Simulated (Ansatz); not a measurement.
Process, species as SMILES: FSF → 2 F atom + S atom
B3LYP-D3(BJ)/def2-TZVP geometries, fixed; electronic energies without zero-point terms.

Energies in hartree at r2SCAN with Ansatz (a first-principles code); the atomisation energy is their sum with the coefficients shown, times 627.509 kcal/mol a hartree. All functions are spherical. Open shells are unrestricted. No added dispersion term, no relativity.

```json
[
 {"species": "FSF", "coefficient": "-1", "part": "r2SCAN", "aug-cc-pV(D+d)Z": "-597.74485", "aug-cc-pV(T+d)Z": "-597.81994", "aug-cc-pV(Q+d)Z": "-597.83932"},
 {"species": "F atom", "coefficient": "+2", "part": "r2SCAN", "aug-cc-pV(D+d)Z": "-99.69644", "aug-cc-pV(T+d)Z": "-99.72369", "aug-cc-pV(Q+d)Z": "-99.73090"},
 {"species": "S atom", "coefficient": "+1", "part": "r2SCAN", "aug-cc-pV(D+d)Z": "-398.07915", "aug-cc-pV(T+d)Z": "-398.09012", "aug-cc-pV(Q+d)Z": "-398.09370"}
]
```

Q: Predict the atomisation energy in aug-cc-pV(5+d)Z (X = 5): let each r2SCAN step shrink by the ratio of the last two. Compare with the run.

A: 
- FSF: steps -0.07509 and -0.01938, ratio 0.258, so r2SCAN -597.84432 (run: -597.84667).
- F atom: steps -0.02725 and -0.00721, ratio 0.265, so r2SCAN -99.73281 (run: -99.73324).
- S atom: steps -0.01097 and -0.00358, ratio 0.326, so r2SCAN -398.09487 (run: -398.09596).
Predicted 178.11 kcal/mol; the run in aug-cc-pV(5+d)Z gives 178.36, a miss of -0.25. Keeping the value in aug-cc-pV(Q+d)Z, 178.10, would miss by -0.26. All sums are of the energies as printed.
